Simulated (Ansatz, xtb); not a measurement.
**CH11Ge2NSi: 5 structures ranked**

5 gas-phase structures of CH11Ge2NSi, from a drawn sample of its isomers (lower ones may exist). Each was relaxed with GFN2-xTB; where two conformers were screened, the lower at r2SCAN-D4/def2-SVP is listed:

A. `C[NH][Ge@@H]([SiH3])[GeH3]`, a singlet
B. `[SiH3][CH2][GeH2][NH][GeH3]`, a singlet
C. `[CH3][Ge@@H]([GeH3])[NH][SiH3]`, a singlet
D. `C[Si@@H]([GeH3])[NH][GeH3]`, a singlet
E. `C[NH][GeH2][GeH2][SiH3]`, a singlet

Problem. Which do you expect lowest at r2SCAN-D4/def2-SVP, and how would the others follow?

Solution. Calculated order at r2SCAN-D4/def2-SVP: C (0.0), D (1.0), B (16.6), E (20.6), A (21.8) kcal/mol. Less than 1 kcal/mol parts C and D, so the order within that pair means little.

Energies above the lowest of each column, in kcal/mol; the last columns are at PBE0-D3(BJ)/def2-SVP geometries and were run for some of them only (a dash: not run or not comparable):

```csv
structure,GFN2-xTB,HF/STO-3G,r2SCAN-D4/def2-SVP,PBE0-D3(BJ)/def2-SVP,CCSD(T)/def2-SVP + ΔMP2/def2-TZVPP
C,0.0,1.2,0.0,0.0,0.0
D,8.2,0.0,1.0,0.1,2.8
B,22.5,13.7,16.6,17.0,17.4
E,14.9,16.3,20.6,–,–
A,15.2,17.1,21.8,–,–
```

CCSD(T)/def2-SVP + ΔMP2/def2-TZVPP puts C lowest of those it was run on; HF/STO-3G picks D. Flexible structures stand in one conformer each, not always the lowest. Frequencies (GFN2-xTB) were run for B, C, D alone. ΔMP2 is the change of the MP2 energy from the smaller to the larger basis.

Over these structures GFN2-xTB departs from r2SCAN-D4/def2-SVP by 5.2 kcal/mol on average once a common shift is removed. A GFN2-xTB relaxation took about 0.19 s and the r2SCAN-D4/def2-SVP energy about 2.5 s on a shared host (Ansatz 0.2.0, xtb 6.7.1).
